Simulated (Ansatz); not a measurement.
Consider the cleavage of the Al–Si bond: `CB[SiH2][AlH2]` + `C[SiH](N)Cl` → `C[SiH](Cl)[NH][AlH2]` + `CB[SiH3]`.

Calculated with Ansatz (gas phase, PBE0-D4/def2-TZVP geometries, no zero-point term in ΔE). CCSD(T)/CBS adds triple-zeta CCSD(T) − MP2 to the extrapolated MP2 energy (def2 sets, frozen cores). One conformer a species, not always the lowest.

```csv
species,HF/CBS(def2) energy (Eh)
`CB[SiH2][AlH2]`,-598.08344
`C[SiH](N)Cl`,-844.44476
`C[SiH](Cl)[NH][AlH2]`,-1086.98779
`CB[SiH3]`,-355.58115
```

Question: Work out ΔE.

Answer: ΔE = (-1086.98779) + (-355.58115) − (-598.08344) − (-844.44476) = -0.04074 Eh = -107.0 kJ/mol. CCSD(T)/CBS gives -90.8 kJ/mol.

Largest T1 diagnostic among the species: 0.014.

From PBE to PBE0 (25 % exact exchange), in def2-TZVPP and without D4, ΔE moves by −6.1 kJ/mol. In def2-TZVPP, CCSD(T) changes the Hartree–Fock value by +13.3 kJ/mol (the triples alone add +2.0 kJ/mol) and MP2 by +5.5 kJ/mol.
